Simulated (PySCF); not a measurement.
## Two-component Hartree-Fock for Sn¹⁵⁺ (tin, charge +15)

Start: [Ar] 3d10 4s2 4p5; 4p1/2 filled at m_j = -1/2, +1/2; 4p3/2 filled at m_j = -1/2, +1/2, +3/2. Calculated with PySCF 2.14 in an even-tempered Gaussian basis (18 s from 0.75 bohr⁻², ratio 2.8; 14 p from 0.97 bohr⁻², ratio 2.8; 9 d from 1.7 bohr⁻², ratio 2.8; 4 f from 6.7 bohr⁻², ratio 3): generalised Hartree-Fock with the X2C-1e Hamiltonian and a Gaussian nucleus; spin-orbit coupling (SO) screened by Boettger's factors.

```tsv
spinor shell	electrons	ε, screened SO (eV)	weight of nominal j (screened SO)	rms radius, screened SO (bohr)
1s1/2	2	-29712.4	1.000	0.0333
2s1/2	2	-4889.4	1.000	0.136
2p1/2	2	-4581.1	1.000	0.117
3s1/2	2	-1264.4	1.000	0.360
3p1/2	2	-1138.4	1.000	0.352
3p3/2	4	-1093.1	1.000	0.363
3d3/2	4	-872.68	0.999	0.336
3d5/2	6	-863.38	0.999	0.339
4s1/2	2	-467.02	1.000	0.798
4p1/2	2	-418.03	0.984	0.823
4p3/2	3	-407.90	0.989	0.842
```

(1) Where does 2p3/2 lie, and what is the 2p spin-orbit splitting (screened SO)?

```json
{"quantity": "E (hartree)", "screened SO": "-6092.84855"}
{"quantity": "M_J", "screened SO": "3/2"}
{"quantity": "⟨J²⟩", "screened SO": "3.753"}
{"quantity": "⟨L²⟩", "screened SO": "2.015"}
{"quantity": "⟨S²⟩", "screened SO": "0.764"}
```

Each row is a mean over spinors that exchange with the open shell spreads, by up to 7.274 eV (4s1/2).

Breit and QED terms are absent; they matter most for the inner s and p1/2 levels.

Densities and radii are taken from the X2C orbitals without a picture-change correction, which distorts them close to the nucleus.

## Answers

(1) At -4347.5 eV, 233.60 eV above 2p1/2.
